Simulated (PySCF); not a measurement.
# Towards the basis-set limit for AgCl

State: ¹Σ⁺, singlet, closed shell. De refers to Ag (4d10 5s1) + Cl. RHF-based CCSD(T) in PySCF 2.14 with Ag cc-pVTZ-PP with ECP28, Cl cc-pV(T+d)Z and Ag cc-pVQZ-PP with ECP28, Cl cc-pV(Q+d)Z (frozen core orbitals: 9; scalar-relativistic core potentials). Correlation energies are extrapolated as n⁻³ (n = 3, 4), Hartree–Fock as (n+1)·exp(−9√n).

```json
{"Level": "CCSD(T)/TZ", "Re (Å)": "2.2996", "ωe (cm⁻¹)": "337.4", "ωexe (cm⁻¹)": "1.13", "αe (cm⁻¹)": "0.000578", "De (eV)": "3.042"}
{"Level": "CCSD(T)/QZ", "Re (Å)": "2.2927", "ωe (cm⁻¹)": "338.9", "ωexe (cm⁻¹)": "1.14", "αe (cm⁻¹)": "0.000583", "De (eV)": "3.170"}
{"Level": "HF/CBS", "Re (Å)": "2.3785", "ωe (cm⁻¹)": "308.6", "ωexe (cm⁻¹)": "1.06", "αe (cm⁻¹)": "0.000551", "De (eV)": "2.232"}
{"Level": "MP2/CBS", "Re (Å)": "2.2576", "ωe (cm⁻¹)": "354.7", "ωexe (cm⁻¹)": "1.17", "αe (cm⁻¹)": "0.000588", "De (eV)": "3.413"}
{"Level": "CCSD/CBS", "Re (Å)": "2.2975", "ωe (cm⁻¹)": "339.0", "ωexe (cm⁻¹)": "1.13", "αe (cm⁻¹)": "0.000576", "De (eV)": "3.127"}
{"Level": "CCSD(T)/CBS", "Re (Å)": "2.2883", "ωe (cm⁻¹)": "341.5", "ωexe (cm⁻¹)": "1.15", "αe (cm⁻¹)": "0.000584", "De (eV)": "3.247"}
```

Problem. How much is left between CCSD(T)/QZ and the basis-set limit, and how much do the triples give at the limit?

Solution. CCSD(T)/CBS less CCSD(T)/QZ: -4.4 mÅ in Re, +2.6 cm⁻¹ in ωe and +0.077 eV in De. CCSD(T)/CBS less CCSD/CBS: -9.2 mÅ in Re, +2.5 cm⁻¹ in ωe and +0.120 eV in De.

Measured (Huber and Herzberg, Constants of Diatomic Molecules (1979)): Re = 2.280792 Å, ωe = 343.49 cm⁻¹, ωexe = 1.17 cm⁻¹. The last row is off by 7.5 mÅ and -2.0 cm⁻¹.

The T1 diagnostic is 0.018. The open-shell atoms are computed with UHF. Spin–orbit coupling, excitations beyond (T) and corrections to the Born–Oppenheimer picture are left out.

The whole job (state search and all basis sets along the bond) took about 6.9 min on 4 threads of Intel Xeon Platinum 8488C (shared host), peak memory 8.2 GiB.
